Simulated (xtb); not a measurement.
GeH4O2S2, SMILES [OH][Ge]([OH])([SH])[SH]. All values are semi-empirical tight-binding results from xtb (GFN2-xTB unless named), good for trends rather than for accurate numbers. The structure is a stationary point at GFN2-xTB. This is a generated structure with no PubChem entry under its InChIKey; it may be hypothetical. Other conformers were not sampled.

For metal compounds this method's bond lengths and energies can be far off.

Problem. Estimate the properties. (Estimate from the structure and the level; the computed values follow.)

Solution. 
```yaml
point_group_as_xtb_finds_it: C2
orbital_gap: 3.62 eV
zero_point_energy: 26.3 kcal/mol
G − E(el) at 298.15 K (modified RRHO): 4.5 kcal/mol
```
